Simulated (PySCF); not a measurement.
**Polarisability and C₆ of Br (bromine, neutral)**

[Ar] 3d10 4s2 4p4 5s1, high-spin 4P determinant (an excited configuration). All numbers are calculated (PySCF 2.14, a scalar-relativistic core potential, in aug-cc-pV5Z-PP with ECP10MDF (8s7p6d4f3g2h, 136 functions)). Coupled (time-dependent) response in atomic units; α is the mean over directions.

| method | mean α (bohr³) | α xx, yy, zz | C₆ (like pair) | S(−4) |
| --- | --- | --- | --- | --- |
| M06-2X | 264.1 | 254.1, 284.1, 254.1 | 3353 | 74580 |

S(−4) is the Cauchy moment in α(ω) = α(0) + S(−4) ω² + …

Spin-orbit coupling is absent.

α(iu) at M06-2X:

| u (hartree) | α(iu) (bohr³) |
| --- | --- |
| 0 | 264.1 |
| 0.0500 | 157.3 |
| 0.100 | 76.30 |
| 0.200 | 31.45 |
| 0.300 | 19.61 |
| 0.500 | 11.20 |
| 0.750 | 6.885 |
| 1.00 | 4.659 |
| 1.50 | 2.532 |
| 2.00 | 1.600 |
| 3.00 | 0.8283 |
| 5.00 | 0.3632 |

The components differ because the open shell of this determinant is not spherical; for a pure term their mean is the scalar polarisability.

Energies and moments cover only the electrons outside the core potential. The outer electron is Rydberg-like, and this basis confines it to a smaller radius and binds it less than a complete one would.
